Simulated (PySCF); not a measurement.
F3Se (SMILES F[Se+](F)F), charge +1, singlet, geometry from GFN2-xTB; PBE/6-31G, TDA in PySCF.

PySCF was given this input:
```python
from pyscf import gto, scf, dft, tdscf

mol = gto.Mole()
mol.atom = '''
    Se   -0.060794    0.140841    0.359023
    F    -1.122867   -0.917145   -0.364992
    F     0.059901    1.135983   -0.970133
    F     1.292631   -0.750905   -0.021186
'''
mol.basis = '6-31g'
mol.charge = 1
mol.spin = 0
mol.verbose = 3
mol.build()

mf = dft.RKS(mol)
mf.xc = 'pbe'
mf.kernel()
td = mf.TDA()
td.nstates = 15
td.kernel()
td.analyze()
```

### Question
What does PySCF print? Leave out banner, timings and long lists.

### Answer

```
converged SCF energy = -2699.56738634865
Excitation energies (eV)
[6.94395197 6.9439614  7.04900603 7.13337693 7.13339771 7.23823923
 7.23828323 7.3173101  7.88692751 7.90729513 8.56015941 8.5601764
 8.62383494 8.7949126  9.68211117]

** Singlet excitation energies and oscillator strengths **
Excited State   1:      6.94395 eV    178.55 nm  f=0.0040
Excited State   2:      6.94396 eV    178.55 nm  f=0.0040
Excited State   3:      7.04901 eV    175.89 nm  f=0.0000
Excited State   4:      7.13338 eV    173.81 nm  f=0.0021
Excited State   5:      7.13340 eV    173.81 nm  f=0.0021
Excited State   6:      7.23824 eV    171.29 nm  f=0.0221
Excited State   7:      7.23828 eV    171.29 nm  f=0.0221
Excited State   8:      7.31731 eV    169.44 nm  f=0.0066
Excited State   9:      7.88693 eV    157.20 nm  f=0.0001
Excited State  10:      7.90730 eV    156.80 nm  f=0.0000
Excited State  11:      8.56016 eV    144.84 nm  f=0.0135
Excited State  12:      8.56018 eV    144.84 nm  f=0.0135
Excited State  13:      8.62383 eV    143.77 nm  f=0.0332
Excited State  14:      8.79491 eV    140.97 nm  f=0.0000
Excited State  15:      9.68211 eV    128.05 nm  f=0.0000
```
